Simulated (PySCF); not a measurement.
# SMILES FC1(F)COC=C(Cl)C1, C5H5ClF2O

Molfile (atoms numbered from 1):
```
C5H5ClF2O
     RDKit          3D

 14 14  0  0  0  0  0  0  0  0999 V2000
   -1.8296   -1.5756    0.0489 F   0  0  0  0  0  0  0  0  0  0  0  0
   -0.8625   -0.7010   -0.3526 C   0  0  0  0  0  0  0  0  0  0  0  0
   -0.8276   -0.8132   -1.7081 F   0  0  0  0  0  0  0  0  0  0  0  0
   -1.2862    0.7163    0.0438 C   0  0  0  0  0  0  0  0  0  0  0  0
   -0.3196    1.6849   -0.2822 O   0  0  0  0  0  0  0  0  0  0  0  0
    0.9758    1.3353   -0.0798 C   0  0  0  0  0  0  0  0  0  0  0  0
    1.3970    0.1031    0.1872 C   0  0  0  0  0  0  0  0  0  0  0  0
    3.0740   -0.2134    0.4565 Cl  0  0  0  0  0  0  0  0  0  0  0  0
    0.4842   -1.0854    0.2479 C   0  0  0  0  0  0  0  0  0  0  0  0
   -2.1989    0.9917   -0.4905 H   0  0  0  0  0  0  0  0  0  0  0  0
   -1.4812    0.7146    1.1250 H   0  0  0  0  0  0  0  0  0  0  0  0
    1.6348    2.1834   -0.1741 H   0  0  0  0  0  0  0  0  0  0  0  0
    0.9054   -1.9178   -0.3212 H   0  0  0  0  0  0  0  0  0  0  0  0
    0.3339   -1.4234    1.2771 H   0  0  0  0  0  0  0  0  0  0  0  0
  1  2  1  0
  2  3  1  0
  2  4  1  0
  4  5  1  0
  5  6  1  0
  6  7  2  0
  7  8  1  0
  7  9  1  0
  9  2  1  0
  4 10  1  0
  4 11  1  0
  6 12  1  0
  9 13  1  0
  9 14  1  0
M  END
```

Computed with GIAO KT3/pcSseg-1 magnetisability, rotational g tensor and spin-rotation constants, non-relativistic, gas phase (PySCF). Geometry: GFN2-xTB.

Q: How diamagnetic is it, and how anisotropic?

A: Isotropic -1281 × 10⁻³⁰ J/T², or -77.1 × 10⁻⁶ cm³/mol; principal values -1327, -1289, -1227 × 10⁻³⁰ J/T², anisotropy 87 × 10⁻³⁰ J/T² (root of half the summed squared differences of the principal values). The susceptibility is in cgs units.

Q: Split it along the inertial axes a, b, c into diamagnetic and paramagnetic parts about the centre of mass, with the quadrupole moment.

A: 
| axis | χ (10⁻⁶ cm³/mol) | diamagnetic (10⁻⁶ cm³/mol) | paramagnetic (10⁻⁶ cm³/mol) | summed x² of all electrons (Å²) | quadrupole Θ (D Å) |
| --- | --- | --- | --- | --- | --- |
| a | -77.9 | -565.4 | 487.4 | 254.8 | -2.88 |
| b | -73.9 | -1241.9 | 1167.9 | 95.4 | +2.53 |
| c | -79.6 | -1485.8 | 1406.2 | 37.9 | +0.35 |

Anisotropies 2χaa − χbb − χcc = -2.4 and 2χbb − χaa − χcc = +9.7 × 10⁻⁶ cm³/mol. Θ is traceless in Buckingham's convention.

Q: And the rotational g tensor?

A: 
| axis | rotational constant (GHz) | g | nuclear part | electronic part |
| --- | --- | --- | --- | --- |
| a | 2.4664 | -0.0272 | 0.5376 | -0.5648 |
| b | 0.9385 | -0.0135 | 0.5014 | -0.5150 |
| c | 0.7831 | -0.0087 | 0.5086 | -0.5173 |

Asymmetric top; isotopes 12C, 35Cl, 19F, 1H, 16O; no vibrational averaging.
